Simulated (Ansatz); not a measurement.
Abridged output of a molecular run in Ansatz:

```
Functional definition: HF
1234 factors; integrals over basis functions are off by at most 1.2e-3 eV
mean field evaluation 1: about -27024.4017 eV, gradient 4.3e1 eV
mean field evaluation 2: about -27024.4840 eV, gradient 4.3e1 eV
mean field evaluation 4: about -27028.7941 eV, gradient 3.0e0 eV
mean field evaluation 8: about -27028.8688 eV, gradient 1.2e-1 eV
mean field -27028.86888682 eV, -993.2926107654 hartree, gradient 1.8e-6 eV, S^2 0.000000; 0 other end points of the search recorded, 0 dependent functions left out
16 core orbitals not correlated: weight in the atoms' cores, before any rotation towards them, 1.000 or more for the frozen orbitals, at most 0.000 for the correlated occupied ones
reference -27028.86888682 eV, -993.2926107654 hartree; 21, 21 occupied and 83, 83 virtual orbitals, 1234 factors
second order -18.58239486 eV of doubles, -0.00000000 eV of singles
cycle   1  -19.37878409 eV  change   -8.0e-1 eV  update   1.3e-1
cycle   2  -19.94750475 eV  change   -5.7e-1 eV  update   4.1e-2
cycle   3  -20.12734244 eV  change   -1.8e-1 eV  update   2.4e-2
cycle   4  -20.12244276 eV  change    4.9e-3 eV  update   5.2e-3
cycle   5  -20.11825970 eV  change    4.2e-3 eV  update   2.2e-3
cycle   6  -20.11819946 eV  change    6.0e-5 eV  update   5.7e-4
cycle   7  -20.11799628 eV  change    2.0e-4 eV  update   2.0e-4
cycle   8  -20.11788739 eV  change    1.1e-4 eV  update   6.3e-5
cycle   9  -20.11789267 eV  change   -5.3e-6 eV  update   2.3e-5
perturbative correction -0.42323700 eV, -0.0155536730 hartree
Total energy: -27049.41001650 eV, -994.0474833578 hartree
```

Its atoms:

```xyz
11

F    -1.179   -1.128   -1.761
Sn   -0.097    0.021   -0.654
F     0.632    1.249   -1.949
Si    1.894   -1.436    0.082
Si   -1.776    1.410    0.716
H     1.389   -2.511    0.973
H     2.857   -0.581    0.820
H     2.520   -2.009   -1.133
H    -1.024    2.430    1.489
H    -2.721    2.054   -0.227
H    -2.494    0.502    1.645
```

Question: Which basis set was used?
A. def2-TZVPPD
B. def2-SVP
C. cc-pV(Q+d)Z
D. def2-TZVPP

Answer: B. It gives 120 functions.

Question: Write the keys of the input that set method, charge and spin (a neutral closed shell needs none for the last two).

Answer: 
```yaml
correlation: {method: ccsd_t}
```
